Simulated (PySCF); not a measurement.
Run record: geometry optimisation, W(NH)2(OMe)2 (`C[O][W](=[NH])(=[NH])[O]C`).

Method: PBE0-D3(BJ)/def2-SVP geometry optimisation, gas phase, def2 core potentials past Kr (PySCF 2.14.0). Start geometry: GFN2-xTB. A driver script takes a list of jobs; this job's settings line and coordinates (Å) are shown.

Input:
```
{"job": {"xc": "PBE0", "basis": "def2-SVP", "d3": "d3bj", "grid": 1, "maxiter": 30, "shake": 0.03, "kind": "geom"}, "charge": 0, "multiplicity": 1}
W      0.431460     0.130910     0.346600
N      0.128770     0.776390     2.008530
H      0.155830     1.157340     2.937350
N      2.199340     0.356220    -0.130070
H      3.098630     0.492050    -0.204560
O     -0.712930     1.203980    -0.861980
C     -1.077670     2.319860    -1.553580
H     -0.220290     2.747100    -2.156920
H     -1.464370     3.114280    -0.793560
H     -1.935240     2.065270    -2.210520
O     -0.207250    -1.597050     0.223920
C     -0.074560    -2.935560     0.557650
H      0.800630    -3.313090     0.201220
H     -0.934930    -3.499500     0.052480
H     -0.220200    -3.094310     1.627430
```

Q: What does the run print?

A: 
```
step   0  E = -407.48527656  max force = 0.200314
step   1  E = -407.51836491  max force = 0.066120
step   2  E = -407.52501141  max force = 0.033412
step   3  E = -407.52744146  max force = 0.010928
step   4  E = -407.52798927  max force = 0.003764
step   5  E = -407.52829858  max force = 0.002683
step   6  E = -407.52853286  max force = 0.001921
step   7  E = -407.52858330  max force = 0.001949
step   8  E = -407.52863647  max force = 0.001053
step   9  E = -407.52865536  max force = 0.000885
step  10  E = -407.52866457  max force = 0.000305
optimisation converged
```

Energies in Eh; «max force» is the largest Cartesian gradient component in Eh/bohr.

Q: How much energy does the optimisation release, in kJ/mol?

A: E(step 0) − E(last step) = 0.043388 Eh, which is 113.9 kJ/mol.

Q: Give the first gradient maximum in eV/Å.

A: With 1 Eh/bohr = 51.422 eV/Å, 10.301 eV/Å.

In short: final energy -407.52866 Eh after 10 steps; dipole 1.30 D.

Q: Give the final coordinates.

A: 0.281 Å rms from the input after alignment:
```
atom  x, y, z in Å
W1     0.1604    0.1016    0.1953
N2     0.0456    0.6961    1.8388
H3     0.3146    1.0905    2.7322
N4     1.8269    0.2246   -0.3365
H5     2.8123    0.4468   -0.2488
O6    -0.9217    1.1566   -0.9327
C7    -1.0123    2.4350   -1.4745
H8    -0.0648    2.7358   -1.9555
H9    -1.2619    3.1787   -0.6970
H10   -1.8087    2.4509   -2.2365
O11   -0.3646   -1.7088    0.1514
C12   -0.0086   -2.9580    0.6512
H13    1.0353   -3.2092    0.3934
H14   -0.6686   -3.7247    0.2135
H15   -0.1165   -2.9921    1.7497
```

Q: Estimate the wall time. Hardware: one thread, Arm Neoverse V2 (aarch64), no GPU, shared host with 96 logical CPUs at a one-minute load of 45. And the peak memory of the process?

A: About 2.2 min, with 0.61 GiB resident at the peak, the Python interpreter and its libraries included.
Labels such as C1 count atoms from 1, the log's own numbers from 0.
